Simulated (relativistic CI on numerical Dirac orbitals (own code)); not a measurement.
Line list: Electric-dipole lines, Hg XLVIII

These numbers are calculated, not measured: Dirac-Coulomb-Breit CI, KLI orbitals optimised for each configuration, model QED (radiative potential, 1s self-energy scaled to tabulated hydrogen-like ionisation energies), unscaled Slater integrals (own radial code, finite nucleus).

Configurations in the expansion (outside the closed core [Ar] 3d10): 4s2 4p3, 4s 4p4, 4s2 4p2 4d, 4p5, 4s 4p3 4d, 4s2 4p2 4f, 4s 4p3 4f, 4p4 4d, 4s 4p2 4d2, 4s2 4p 4d 4f, 4p4 4f, 4s2 4p 4d2, 4s2 4d3, 4s 4p 4d3, 4s2 4d2 4f, 4s 4p 4d2 4f, 4p3 4d2, 4p2 4d3, 4p2 4d2 4f. Double excitations out of closed p, d and f shells are left out; levels of such configurations are missing from the list, as are those of other unlisted configurations, and high levels can miss mixing partners.

```csv
λ vac (Å),Lower,Upper,A (s⁻¹),E lower (10³ cm⁻¹),E upper (10³ cm⁻¹)
36.012,4s2 4p2 4d 2D_3/2 [5],4s2 4p 4d2 2D°_3/2 [59],4.29e+12,1413.1,4190.0
36.338,4s2 4p2 4d 2D_5/2 [6],4s2 4p 4d2 2P°_3/2 [74],2.78e+12,1716.6,4468.6
36.706,4s2 4p3 2P°_3/2 [1],4s2 4p2 4d 2D_3/2 [16],3.46e+12,0.0,2724.3
36.906,4s2 4p2 4d 2D_5/2 [6],4s2 4p 4d2 4D°_5/2 [70],2.45e+12,1716.6,4426.2
36.929,4s2 4p3 2P°_3/2 [1],4s2 4p2 4d 2D_5/2 [15],2.60e+12,0.0,2707.9
36.997,4s2 4p3 4S°_3/2 [2],4s2 4p2 4d 2D_3/2 [43],1.88e+12,1109.8,3812.6
37.037,4s2 4p2 4d 2D_5/2 [6],4s2 4p 4d2 2F°_7/2 [69],2.11e+12,1716.6,4416.6
37.174,4s 4p4 4P_5/2 [7],4s 4p3 4d 4P°_5/2 [98],1.89e+12,2036.7,4726.7
37.184,4s2 4p2 4d 2G_9/2 [20],4s2 4p 4d2 4G°_11/2 [166],1.80e+12,2818.6,5508.0
37.200,4s2 4p3 2P°_1/2 [4],4s2 4p2 4d 2D_3/2 [48],2.08e+12,1225.2,3913.4
37.400,4s2 4p3 2D°_5/2 [3],4s2 4p2 4d 2F_7/2 [46],2.01e+12,1160.1,3834.0
37.619,4s2 4p3 2D°_5/2 [3],4s2 4p2 4d 2D_5/2 [44],1.32e+12,1160.1,3818.4
37.852,4s2 4p2 4d 2D_5/2 [15],4s2 4p 4d2 2G°_7/2 [150],2.27e+12,2707.9,5349.8
44.782,4s2 4p3 2D°_5/2 [3],4s 4p4 2P_3/2 [31],1.32e+12,1160.1,3393.2
44.827,4s2 4p2 4d 2D_3/2 [5],4s 4p3 4d 2F°_5/2 [38],1.24e+12,1413.1,3643.9
47.053,4s2 4p3 2D°_5/2 [3],4s 4p4 2D_5/2 [27],8.49e+11,1160.1,3285.4
47.515,4s2 4p2 4d 2G_7/2 [14],4s2 4p2 4f 2H°_9/2 [92],9.94e+11,2567.3,4671.9
53.917,4s2 4p3 2P°_3/2 [10],4s2 4p2 4d 2D_5/2 [60],1.34e+12,2344.0,4198.7
54.436,4s2 4p3 4S°_3/2 [2],4s2 4p2 4d 2D_5/2 [22],9.39e+11,1109.8,2946.8
55.965,4s2 4p3 2D°_5/2 [3],4s2 4p2 4d 2F_7/2 [23],6.92e+11,1160.1,2947.0
```

Terms are leading LS components. Brackets give the number of a level in order of energy, since labels repeat. The list gives strong lines, with weight on those to low levels, without lines whose two gauges differ by over a factor of 2.5, among the lowest 200 of 3430 levels, so that lines to higher ones, which can be the strongest, are missing. Levels whose partners in the same complex of configurations lie outside the list can be far off, and so can their lines. Rates are taken at the computed energies, electric ones in the length gauge.

At this charge energies of transitions that change n are usually good to better than 1 %, and those within a shell (Δn = 0) to a few per cent.

LS names give the leading component of a level, which can be under half, so a name can repeat, a term be missing and a line seem to break the LS rules.
